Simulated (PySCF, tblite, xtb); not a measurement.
Potential energy curve for MgH, doublet.

GFN1-xTB (xtb); UKS-B3LYP/6-31G* = unrestricted B3LYP/6-31G*, spherical d run with PySCF; GFN2-xTB, 300 K electronic temperature (tblite).

Total energies in hartree (comparable only within one method and basis):

| R / Å | GFN1-xTB | UKS-B3LYP/6-31G* | GFN2-xTB |
|---|---|---|---|
| 1.32 | -1.16286 | -200.58347 | -0.94681 |
| 1.38 | -1.17563 | -200.59858 | -0.95981 |
| 1.49 | -1.19015 | -200.61704 | -0.97430 |
| 1.57 | -1.19619 | -200.62480 | -0.98016 |
| 1.62 | -1.19871 | -200.62782 | -0.98257 |
| 1.70 | -1.20132 | -200.63039 | -0.98502 |
| 1.74 | -1.20210 | -200.63082 | -0.98574 |
| 1.77 | -1.20249 | -200.63083 | -0.98610 |
| 1.85 | -1.20283 | -200.62981 | -0.98645 |
| 1.91 | -1.20249 | -200.62823 | -0.98623 |
| 2.00 | -1.20119 | -200.62496 | -0.98537 |
| 2.13 | -1.19813 | -200.61907 | -0.98353 |
| 2.36 | -1.19091 | -200.60782 | -0.97744 |
| 2.61 | -1.18188 | -200.59729 | -0.96851 |
| 2.87 | -1.17216 | -200.58950 | -0.95778 |
| 3.13 | -1.16312 | -200.58457 | -0.94631 |
| 3.48 | -1.15315 | -200.58102 | -0.93093 |
| 3.88 | -1.14529 | -200.57936 | -0.91513 |
| 4.22 | — | -200.57883 | — |
| 4.74 | — | -200.57850 | — |
| 5.22 | — | -200.57836 | — |
| 6.00 | — | -200.57826 | — |
| 6.93 | — | -200.57822 | — |

A dash means that the run gave no value there, or that the column was ended at a point which the program doubted or which failed a test of continuity chosen for this set; such a test can also cut sound points.
